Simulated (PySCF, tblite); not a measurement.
One entry of a table of gas-phase calculations, keyed by method. Lists by class give the value and the number of equivalent atoms.

```json
{
 "formula": "C6H14P2",
 "smiles": "C=CP(CC)P(C)C",
 "inchi": "InChI=1S/C6H14P2/c1-5-8(6-2)7(3)4/h5H,1,6H2,2-4H3",
 "charge": 0,
 "multiplicity": 1,
 "geometry_level": "GFN2-xTB",
 "electronic_structure_code": "PySCF",
 "results": {
  "GFN2-xTB geometry": {
   "point_group": "C1",
   "rotational_constants_GHz": [1.749, 1.108, 0.755]
  },
  "PBE0/pcSseg-1 ground state and GIAO shieldings, non-relativistic": {
   "dipole_D": 0.09,
   "homo_eV": -6.07,
   "lumo_eV": -0.44,
   "shift_vs_computed_TMS_C_by_class_ppm": [
    [150.3, 1],
    [140.2, 1],
    [26.4, 1],
    [14.5, 2],
    [14.1, 1]
   ],
   "shift_vs_computed_TMS_H_by_class_ppm": [
    [6.36, 1],
    [6.26, 1],
    [6.21, 1],
    [1.64, 2],
    [1.18, 3],
    [1.08, 6]
   ],
   "shielding_other_nuclei_by_class_ppm": [
    ["P", 351.4, 1],
    ["P", 398.4, 1]
   ]
  },
  "GFN2-xTB harmonic vibrations, gas phase": {
   "strongest_ir_bands_cm-1_km_per_mol_modes": [
    [737.1, 29.1, 1],
    [939.0, 36.0, 1],
    [3006.9, 25.8, 1],
    [3013.9, 56.1, 2],
    [3019.5, 29.0, 1],
    [3105.0, 34.3, 1]
   ],
   "zpe_kcal_per_mol": 114.1
  }
 }
}
```

With B = h/(8π²I), that is 505.379 GHz u Å² over I, the principal moments of inertia are 289.0, 456.0 and 669.2 u Å² (most abundant isotopes). The zero-point energy, half the sum of the 60 harmonic wavenumbers, equals 39910 cm⁻¹ or 477 kJ/mol. The rotational constants make it an asymmetric top with κ = (2B − A − C)/(A − C) = -0.29, nearer the prolate limit (−1).

 NMR classes are plain means over equivalent atoms (diastereotopic ones count apart unless rotation or inversion swaps them), as if these changed places fast; in this geometry the members of some classes differ.

Shape of the structure used: `[CH2:1]=[CH:2][P:3]([CH2:4][CH3:5])[P:6]([CH3:7])[CH3:8]`: C1–C2–P3–C4 -152°, C2–P3–C4–C5 73°, C2–P3–P6–C7 -174°.

One conformer stands for the species.
